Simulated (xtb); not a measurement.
H₄Si₂ (SMILES [SiH][SiH3]), singlet, at a GFN2-xTB geometry; GFN0-xTB in xtb.

Here is a job for xtb.
```
$ xtb mol.xyz --gfn 0 --acc 1000 --json

# file mol.xyz
6

Si    -0.28890628     0.94648061     0.77145085
H      0.38260808     2.12232723     0.12965429
Si     0.20732861    -0.80767768    -0.59742707
H      0.99631510    -0.86130348    -1.84096251
H     -1.09168725    -1.38838644    -0.98924045
H      0.85485143    -1.81587820     0.26421584
```

Problem. What does xtb print? Leave out banner, timings and long lists.

Solution. 
```
   ID    Z sym.   atoms
    1   14 Si     1, 3
    2    1 H      2, 4-6

           -------------------------------------------------
          |                Calculation Setup                |
           -------------------------------------------------

           -------------------------------------------------
          |                 G F N 0 - x T B                 |
           -------------------------------------------------

          ...................................................
          :                      SETUP                      :
          :.................................................:
          :  # basis functions                  28          :
          :  # atomic orbitals                  26          :
          :  # shells                           14          :
          :  # electrons                        12          :
          :  electronic temp.          300.0000000     K    :
          :  accuracy                 1000.0000000          :
          :  -> integral cutoff          0.2000000E+02      :
          :  -> integral neglect         0.1000000E-04      :
          ...................................................

         :::::::::::::::::::::::::::::::::::::::::::::::::::::
         ::                     SUMMARY                     ::
         :::::::::::::::::::::::::::::::::::::::::::::::::::::
         :: total energy              -5.777418738032 Eh    ::
         :: gradient norm              0.018310656625 Eh/a0 ::
         :: HOMO-LUMO gap              0.694816239517 eV    ::
         ::.................................................::
         :: H0 energy                 -5.787812073695 Eh    ::
         :: repulsion energy           0.053098392331 Eh    ::
         :: electrostat energy        -0.041640093098 Eh    ::
         :: -> Gsolv                   0.000000000000 Eh    ::
         ::    -> Gsasa                0.000000000000 Eh    ::
         ::    -> Gshift               0.000000000000 Eh    ::
         :: dispersion energy         -0.001064963570 Eh    ::
         :: short-range corr.          0.000000000000 Eh    ::
         :: add. restraining           0.000000000000 Eh    ::
         :: total charge              -0.000000000000 e     ::
         :::::::::::::::::::::::::::::::::::::::::::::::::::::

           -------------------------------------------------
          |                Property Printout                |
           -------------------------------------------------

    * Orbital Energies and Occupations

         #    Occupation            Energy/Eh            Energy/eV
      -------------------------------------------------------------
         1        2.0000           -0.6351976             -17.2846
         2        2.0000           -0.5638319             -15.3426
         3        2.0000           -0.4737803             -12.8922
         4        2.0000           -0.4720732             -12.8458
         5        2.0000           -0.4107375             -11.1767
         6        2.0000           -0.3382856              -9.2052 (HOMO)
         7        0.0000           -0.3127516              -8.5104 (LUMO)
         8                         -0.2684998              -7.3063
         9                         -0.2384106              -6.4875
        10                         -0.2278246              -6.1994
        11                         -0.2022351              -5.5031
        12                         -0.1424322              -3.8758
        13                         -0.1410224              -3.8374
        14                         -0.1034226              -2.8143
        15                         -0.1014714              -2.7612
        16                         -0.0962230              -2.6184
        17                         -0.0875654              -2.3828
       ...                                ...                  ...
        26                          1.5719916              42.7761
      -------------------------------------------------------------
                  HL-Gap            0.0255340 Eh            0.6948 eV
             Fermi-level            0.0000000 Eh            0.0000 eV

     #   Z          covCN         q      C6AA      α(0)
     1  14 Si       1.859     0.256   220.872    30.836
     2   1 H        0.907    -0.164     8.478     4.555
     3  14 Si       3.697     0.353   142.555    22.071
     4   1 H        0.915    -0.138     7.126     4.175
     5   1 H        0.915    -0.153     7.831     4.377
     6   1 H        0.915    -0.153     7.831     4.377

 Mol. C6AA /au·bohr⁶  :       1426.472443
 Mol. C8AA /au·bohr⁸  :      69964.533490
 Mol. α(0) /au        :         70.391208

Wiberg/Mayer (AO) data.
largest (>0.10) Wiberg bond orders for each atom

 ---------------------------------------------------------------------------
     #   Z sym  total        # sym  WBO       # sym  WBO       # sym  WBO
 ---------------------------------------------------------------------------
     1  14 Si   2.333 --     3 Si   1.291     2 H    0.912
     2   1 H    0.977 --     1 Si   0.912
     3  14 Si   3.939 --     1 Si   1.291     4 H    0.869     5 H    0.859
                             6 H    0.859
     4   1 H    0.909 --     3 Si   0.869
     5   1 H    0.909 --     3 Si   0.859
     6   1 H    0.909 --     3 Si   0.859
 ---------------------------------------------------------------------------

Topologies differ in total number of bonds
Writing topology from bond orders to xtbtopo.mol

 dipole moment from electron density (au)
     X       Y       Z
  -0.2245   0.7379   0.6003  total (Debye):    2.484

           -------------------------------------------------
          | TOTAL ENERGY               -5.777418738032 Eh   |
          | GRADIENT NORM               0.018310656625 Eh/α |
          | HOMO-LUMO GAP               0.694816239517 eV   |
           -------------------------------------------------

normal termination of xtb
```
